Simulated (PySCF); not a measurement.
SMILES c1ccc([SiH2]c2ccc[se]2)nc1 (C9H9NSeSi), GFN2-xTB optimised geometry.

```
21

C     -1.14    -2.85     0.00
C     -1.79    -1.62     0.01
C     -1.03    -0.47     0.01
C      0.36    -0.57     0.00
Si     1.50     0.95    -0.04
C      0.91     2.02    -1.48
C      1.36     3.27    -1.80
C      0.79     3.85    -2.96
C     -0.13     3.07    -3.59
Se    -0.36     1.44    -2.73
N      0.97    -1.75     0.00
C      0.24    -2.85     0.00
H     -1.70    -3.77     0.00
H     -2.87    -1.57     0.01
H     -1.50     0.51     0.02
H      2.87     0.50    -0.25
H      1.35     1.72     1.20
H      2.10     3.78    -1.21
H      1.06     4.84    -3.30
H     -0.68     3.31    -4.48
H      0.80    -3.78     0.00
```

Density from B3LYP/def2-SVP in PySCF 2.14.0 at that geometry.

Minimum of the electron density along straight lines between bonded atoms, close to the bond critical point (lines longer than 1.1 times the sum of covalent radii, or with two minima, are not listed):

```csv
bond,length / Å,ρ at the minimum / e bohr⁻³,∇²ρ there / e bohr⁻⁵,position (fraction from the first atom)
C1–C2,1.386,0.314,-0.81,0.50
C2–C3,1.384,0.315,-0.82,0.50
C3–C4,1.393,0.311,-0.79,0.51
C4–Si5,1.892,0.114,0.34,0.62
Si5–C6,1.885,0.110,0.36,0.38
C6–C7,1.364,0.321,-0.80,0.50
C7–C8,1.414,0.298,(withheld),0.50
C8–C9,1.358,0.325,-0.83,0.49
C6–Se10,1.880,(withheld),-0.18,0.48
C9–Se10,1.852,0.175,-0.19,0.49
C4–N11,1.330,0.344,(withheld),0.35
C1–C12,1.387,0.316,-0.82,0.50
N11–C12,1.320,0.354,-1.04,0.65
C1–H13,1.079,0.284,-1.09,0.63
C2–H14,1.081,0.284,-1.09,0.63
C3–H15,1.081,0.284,-1.09,0.63
Si5–H16,1.462,0.119,0.33,0.49
Si5–H17,1.471,0.116,0.32,0.49
C7–H18,1.078,0.284,-1.08,0.63
C8–H19,1.078,0.283,-1.08,0.63
C9–H20,1.076,0.284,-1.10,0.64
C12–H21,1.083,0.287,-1.12,0.64
```

Q: Fill in the missing entries.

A: 
- C7–C8, ∇²ρ there / e bohr⁻⁵: -0.74
- C6–Se10, ρ at the minimum / e bohr⁻³: 0.165
- C4–N11, ∇²ρ there / e bohr⁻⁵: -0.96
